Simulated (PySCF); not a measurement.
**Shieldings and the share of exact exchange**

Molecule: SMILES BC1=C(F)CC1, C4H6BF.

Geometry:
| atom | x (Å) | y (Å) | z (Å) |
| --- | --- | --- | --- |
| B1 | 2.117 | 0.108 | 0.173 |
| C2 | 0.600 | 0.055 | 0.057 |
| C3 | -0.388 | 0.935 | 0.358 |
| F4 | -0.378 | 2.148 | 0.845 |
| C5 | -1.556 | 0.108 | -0.046 |
| C6 | -0.465 | -0.944 | -0.413 |
| H7 | 2.644 | 1.097 | 0.627 |
| H8 | 2.804 | -0.822 | -0.182 |
| H9 | -2.244 | -0.172 | 0.768 |
| H10 | -2.146 | 0.506 | -0.887 |
| H11 | -0.427 | -1.194 | -1.484 |
| H12 | -0.522 | -1.875 | 0.171 |

GIAO shieldings (ppm, equivalent atoms averaged) in PySCF on the PBE0-D3(BJ)/def2-SVP geometry, basis pcSseg-2, gas phase, non-relativistic:

| functional | exact exchange (%) | σ(B1) | σ(C2) | σ(C5) | σ(C6) |
| --- | --- | --- | --- | --- | --- |
| BLYP | 0 | 30.7 | 32.5 | 136.6 | 150.8 |
| BP86 | 0 | 32.9 | 37.8 | 140.8 | 155.6 |
| PBE | 0 | 31.2 | 37.3 | 141.2 | 155.9 |
| B3LYP | 20 | 34.1 | 39.0 | 142.1 | 156.0 |
| mPW1PW91 | 25 | 36.6 | 44.9 | 146.7 | 160.8 |
| BHandHLYP | 50 | 40.4 | 48.1 | 149.1 | 162.4 |
| HF | 100 | 54.1 | 64.4 | 159.6 | 171.7 |

**Question.** Fit each shielding as a line in the percentage of exact exchange.

**Answer.** σ(B1) = 31.0 + 0.22 x (rms 1.1 ppm); σ(C2) = 35.6 + 0.28 x (rms 2.1 ppm); σ(C5) = 139.6 + 0.20 x (rms 1.7 ppm); σ(C6) = 154.1 + 0.18 x (rms 1.9 ppm). The functionals also differ in their semilocal parts, which the line can't hold; Hartree–Fock has no correlation at all.

**Question.** What does the line predict for PBE0 (25 %), and what does the run give?

**Answer.** σ(B1): 36.5 predicted, 36.0 computed; σ(C2): 42.6 predicted, 45.5 computed; σ(C5): 144.6 predicted, 147.5 computed; σ(C6): 158.6 predicted, 161.7 computed ppm.
